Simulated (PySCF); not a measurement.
**How methods differ on the ionisation energy of O⁺**

O⁺ [He] 2s2 2p3 (4S) → O²⁺ [He] 2s2 2p2 (3P), as a difference of total energies. Computed with PySCF 2.14 in x2c-TZVPPall (5s3p2d1f, 31 functions), with the spin-free X2C one-electron Hamiltonian (Gaussian nucleus). Correlated levels: valence: 1s2 frozen. The calculations carry no spin-orbit coupling.

```tsv
method	ionisation energy (eV)	plus first-order spin-orbit estimate	error of that sum (eV)
UHF	34.573	34.545	-0.576
MP2 (valence)	35.191	35.163	+0.042
SCS-MP2 (valence)	34.939	34.911	-0.210
CCSD (valence)	35.014	34.986	-0.135
CCSD(T) (valence)	35.021	34.993	-0.128
CCSDT (valence)	35.020	34.992	-0.129
```

Reference: 35.121 eV (measured; NIST Atomic Spectra Database, ionization energies).

A first-order spin-orbit estimate (lowest level to lowest level, LS coupling) adds -0.028 eV.

Errors of the correlated levels include the incompleteness of this basis and the frozen core.
